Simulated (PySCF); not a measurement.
C₄, SMILES [C-]12[C][C+]2[C]1 (connectivity only; charge and spin as stated), neutral, multiplicity 1.

Coordinates come from a B3LYP-D3(BJ)/def2-TZVP optimisation.

Computed with TDA-PBE/def2-SVPD run with PySCF.

Vertical excitations. The molecule is in vacuum. State labels are in the subgroup D2h.

Computed UV-visible absorptions:
```tsv
state	symmetry	energy (eV)	λ (nm)	f	main pairs
S1	B2g	1.55	799	0.000	HOMO−1→LUMO 97 %
S2	B3u	1.62	764	0.011	HOMO→LUMO 98 %
S3	Au	3.03	409	0.000	HOMO→LUMO+1 100 %
S4	B1g	3.81	325	0.000	HOMO−1→LUMO+1 95 %
S5	B2g	4.64	267	0.000	HOMO−2→LUMO 88 %
S6	B1g	5.00	248	0.000	HOMO−3→LUMO 95 %
S7	B3g	5.34	232	0.000	HOMO→LUMO+2 99 %
S8	B1g	6.30	197	0.000	HOMO−2→LUMO+1 96 %
S9	B2u	6.57	189	0.145	HOMO−1→LUMO+2 78 %, HOMO−4→LUMO+1 16 %
S10	B2g	6.78	183	0.000	HOMO−3→LUMO+1 71 %, HOMO→LUMO+3 28 %
T1	B3u	0.42	2943	0	HOMO→LUMO 99 %
T2	B2g	0.84	1479	0	HOMO−1→LUMO 97 %
T3	B1g	2.54	488	0	HOMO−1→LUMO+1 99 %
T4	Au	2.94	422	0	HOMO→LUMO+1 100 %
```
Triplets are in the Tamm–Dancoff approximation.
